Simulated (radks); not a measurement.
Mo XIII, 30 electrons, occupied as [Ar] 3d10 4s2.

All-electron calculation, scalar-relativistic Kohn-Sham, PBE, spin-polarised, spherical densities, point nucleus. Program: a radial shooting solver on a logarithmic mesh with Libxc functionals.

Energy parts (hartree):
part                       energy
total                 -4001.95422
kinetic                4128.06168
electron-nucleus      -9368.47980
Hartree                1354.23582
exchange-correlation   -115.77192

Orbitals (lengths in bohr, moments of r in powers of bohr; r(max) is where P^2 peaks):
orbital,occ.,eigenvalue (hartree),<1/r>,<r^4>,r(max),<r>
1s,2,-737.7328,43.55,7.205e-06,0.02287,0.03516
2s,2,-111.9433,9.811,0.001331,0.1295,0.1536
2p,6,-101.0639,9.539,0.0009530,0.1035,0.1338
3s,2,-26.24718,3.390,0.06618,0.3824,0.4259
3p,6,-22.66930,3.230,0.07190,0.3755,0.4264
3d,10,-16.86527,3.010,0.07392,0.3199,0.4074
4s,2,-9.91748,1.422,1.602,0.9221,0.9748
4p,0,-8.77489,1.332,2.008,0.9667,1.025
4d,0,-7.00472,1.184,3.004,1.046,1.119
5s,0,-5.22919,0.7881,16.51,1.787,1.770

The highest occupied level is 4s at -269.87 eV. Summed over all electrons, <r^2> = 5.986 bohr^2, which gives a Langevin (diamagnetic) susceptibility term of -4.74 x 10^-6 cm^3/mol. For comparison, the ionisation energy in NIST's Atomic Spectra Database is 279.1 eV (semi-empirical). In exact Kohn-Sham theory the highest level is minus the ionisation energy, but local and semilocal functionals leave it too shallow, through self-interaction and a potential that decays too fast; potentials with the right tail come closer.
